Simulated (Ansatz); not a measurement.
Stepwise reaction of `[GeH3][SiH2][SiH2][SiH2][GeH3]` with hydrogen sulfide, as a gas-phase model of exchange steps in deposition or etching. ΔE in kJ/mol.

Gas-phase electronic energies from Ansatz, PBE0-D4/def2-TZVP geometries. CCSD(T)/CBS is the MP2 limit (def2-TZVPP, def2-QZVPP) plus CCSD(T) − MP2 in def2-TZVPP, frozen cores. This one scheme is used for every species. Functionals use def2-TZVPP. B3LYP here is the variant with VWN-RPA as its local correlation; programs differ in this. For Ge outer-core shells are correlated without core-valence functions, which leaves a few kJ/mol of doubt a bond. Scalar relativity is left out up to krypton. One conformer a species, not always the lowest.

```csv
step,reaction,PBE-D4,B3LYP-D4,ωB97M-V,CCSD(T)/CBS
1,`[GeH3][SiH2][SiH2][SiH2][GeH3]` + H₂S → `S[SiH2][SiH2][GeH3]` + `[SiH3][GeH3]`,-29.5,-37.4,-41.8,-37.8
```

Problem. Give the row of step 2, `S[SiH2][SiH2][GeH3]` + H₂S → `S[SiH2]S` + `[SiH3][GeH3]`. (Estimate.)

Solution. Computed: 
```
step                                                   reaction  PBE-D4  B3LYP-D4  ωB97M-V  CCSD(T)/CBS
   2  `S[SiH2][SiH2][GeH3]` + H₂S → `S[SiH2]S` + `[SiH3][GeH3]`   -40.3     -47.9    -54.3        -49.3
```

Problem. By hand: ΔE of the 2 steps together at CCSD(T)/CBS.

Solution. (-37.8) + (-49.3) = -87.1 kJ/mol, or -43.5 kJ/mol a step.

In ΔE each step is lower than the one before. All are downhill at CCSD(T)/CBS. PBE-D4 differs from CCSD(T)/CBS by 8.3 to 9.0 kJ/mol a step. Isolated molecules leave out the surface, adducts and barriers. Largest T1 diagnostic: 0.013.
